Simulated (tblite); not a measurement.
Input of a run (GFN2-xTB geometry optimisation, gas phase (tblite 0.8.0)), started from a force field or distance geometry:
```
{"job": {"kind": "relax", "xc": "GFN2-xTB", "basis": "xTB"}, "charge": 0, "multiplicity": 1}
C     -1.703400    -0.290400    -1.396800
C     -1.913100     0.070100    -0.161100
C     -3.293300    -0.113300     0.399900
Si    -0.656500     0.756800     0.974600
C      1.067700     0.768700     0.389000
C      1.677000    -0.556900     0.057000
Si     3.430700    -0.123300    -0.520900
H     -2.548100    -0.681100    -1.964400
H     -0.766700    -0.226200    -1.930100
H     -3.533400     0.830600     0.944400
H     -3.364000    -0.947000     1.091100
H     -4.029500    -0.221600    -0.457600
H     -1.053900     2.165300     1.246800
H     -0.797300     0.104700     2.307900
H      1.692100     1.204400     1.221700
H      1.258300     1.489300    -0.448000
H      1.214800    -1.018200    -0.840100
H      1.710500    -1.266900     0.911900
H      3.382400     0.472900    -1.851600
H      4.367700    -1.222000    -0.374400
H      3.849200     0.975700     0.400100
```

Output (eV, eV/Å):
```
step      E/eV     max force
  0    -577.81225    2.311
  1    -578.04062    1.200
  2    -578.10076    0.861
  3    -578.14236    0.428
  4    -578.18334    0.370
  5    -578.19916    0.297
  6    -578.21174    0.243
  7    -578.22323    0.289
  8    -578.23641    0.329
  9    -578.24840    0.347
 10    -578.25839    0.282
 11    -578.26660    0.167
 12    -578.27330    0.195
 13    -578.27871    0.173
 14    -578.28366    0.223
 15    -578.28871    0.216
 16    -578.29436    0.205
 17    -578.30032    0.203
 18    -578.30524    0.144
 19    -578.30864    0.141
 20    -578.31152    0.121
 21    -578.31460    0.137
 22    -578.31794    0.157
 23    -578.32124    0.156
 24    -578.32419    0.106
 25    -578.32682    0.129
 26    -578.32929    0.121
 27    -578.33148    0.098
 28    -578.33343    0.094
 29    -578.33544    0.104
 30    -578.33780    0.137
 31    -578.34051    0.155
 32    -578.34315    0.133
 33    -578.34517    0.087
 34    -578.34658    0.082
 35    -578.34784    0.090
 36    -578.34921    0.101
 37    -578.35062    0.096
 38    -578.35195    0.091
 39    -578.35320    0.079
 40    -578.35453    0.096
 41    -578.35591    0.107
 42    -578.35720    0.101
 43    -578.35844    0.084
 44    -578.35969    0.085
 45    -578.36090    0.076
 46    -578.36189    0.078
 47    -578.36261    0.068
 48    -578.36322    0.061
 49    -578.36384    0.065
 50    -578.36437    0.061
 51    -578.36477    0.044
 52    -578.36508    0.035
 53    -578.36538    0.046
 54    -578.36572    0.058
 55    -578.36607    0.055
 56    -578.36636    0.033
 57    -578.36663    0.035
 58    -578.36692    0.040
 59    -578.36725    0.049
 60    -578.36751    0.038
 61    -578.36768    0.029
 62    -578.36785    0.036
 63    -578.36807    0.040
 64    -578.36834    0.037
 65    -578.36862    0.035
 66    -578.36885    0.038
 67    -578.36906    0.039
 68    -578.36927    0.032
 69    -578.36948    0.039
 70    -578.36967    0.028
 71    -578.36982    0.028
 72    -578.36997    0.029
 73    -578.37012    0.033
 74    -578.37026    0.028
 75    -578.37035    0.020
 76    -578.37041    0.017
 77    -578.37048    0.021
 78    -578.37057    0.028
 79    -578.37065    0.021
 80    -578.37071    0.017
 81    -578.37075    0.017
 82    -578.37079    0.019
 83    -578.37084    0.023
 84    -578.37091    0.019
 85    -578.37096    0.014
 86    -578.37101    0.014
 87    -578.37106    0.020
 88    -578.37112    0.021
 89    -578.37119    0.018
 90    -578.37124    0.018
 91    -578.37130    0.019
 92    -578.37137    0.023
 93    -578.37146    0.026
 94    -578.37154    0.019
 95    -578.37159    0.013
 96    -578.37162    0.013
 97    -578.37166    0.016
 98    -578.37171    0.021
 99    -578.37179    0.021
100    -578.37186    0.015
101    -578.37190    0.012
102    -578.37193    0.012
103    -578.37197    0.014
104    -578.37200    0.013
105    -578.37204    0.014
106    -578.37207    0.014
107    -578.37210    0.014
108    -578.37214    0.011
109    -578.37218    0.018
110    -578.37222    0.011
111    -578.37225    0.010
112    -578.37227    0.010
113    -578.37229    0.012
114    -578.37234    0.018
115    -578.37241    0.022
116    -578.37250    0.021
117    -578.37260    0.022
118    -578.37269    0.024
119    -578.37277    0.026
120    -578.37288    0.032
121    -578.37304    0.046
122    -578.37321    0.044
123    -578.37334    0.028
124    -578.37343    0.021
125    -578.37350    0.015
126    -578.37356    0.021
127    -578.37360    0.017
128    -578.37363    0.011
129    -578.37364    0.010
130    -578.37366    0.009
```

Problem. Summarise the run.

Solution. The energy falls by 0.561 eV over 130 L-BFGS steps, the largest force on an atom goes from 2.31 to 0.009 eV/Å, and the atoms move by 0.331 Å rms after alignment. The bond that changes most is Si4–C5 (SiH2 silicon to sp3 carbon bound to silicon), which lengthens by 0.081 Å. Bonds longer at the end by more than 0.005 Å: 6 of 20; shorter: 10. Among the angles that change most is C5–C6–Si7, from 104.0° to 112.5°. Among the dihedrals that turn most is H17–C6–Si7–H20, from -86° to -58°. The energy never rose by more than 1e-5 eV on the way. The first step brought 41 % of the lowering.

Problem. What are the final bond lengths?

Solution. C1=C2 1.327 Å, C2–C3 1.500 Å, C2–Si4 1.892 Å, Si4–C5 1.902 Å, C5–C6 1.530 Å, C6–Si7 1.901 Å, C1–H8 1.081 Å, C1–H9 1.077 Å, C3–H10 1.089 Å, C3–H11 1.089 Å, C3–H12 1.089 Å, Si4–H13 1.472 Å, Si4–H14 1.472 Å, C5–H15 1.091 Å, C5–H16 1.091 Å, C6–H17 1.092 Å, C6–H18 1.092 Å, Si7–H19 1.466 Å, Si7–H20 1.464 Å, Si7–H21 1.465 Å. Numbering counts from 1 in the input's order; the species is `C=C(C)[SiH2]CC[SiH3]`.

Its GFN2-xTB frequencies are all real (lowest 29 cm⁻¹). The numbers are those of one conformer.

These are computed values.
